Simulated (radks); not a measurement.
Initial-state core-level shifts of neutral phosphorus when its valence configuration changes from [Ne] 3s2 3p3. Calculated with a radial shooting solver on a logarithmic mesh with Libxc functionals: scalar-relativistic Kohn-Sham, LDA (Slater exchange, Perdew-Wang correlation), spin-polarised, spherical densities, finite nucleus; open shells are filled with parallel spins first; Fermi nuclear charge, rms radius 3.1889 fm. Shifts are changes of the shell-averaged eigenvalues in eV (positive: less bound); the change of the density at the nucleus, which sets a Mossbauer isomer shift, is in e/bohr^3, on a base of 2373.

| valence | 1s | 2s | 2p | density at nucleus |
|---|---|---|---|---|
| 3s1 3p4 | -1.632 | -1.612 | -1.594 | -6.8626 |
| 3p5 | -3.377 | -3.295 | -3.264 | -14.4057 |
| 3s1.5 3p3.5 | -0.818 | -0.808 | -0.799 | -3.4207 |
| 3s0.5 3p4.5 | -2.565 | -2.507 | -2.483 | -10.5958 |
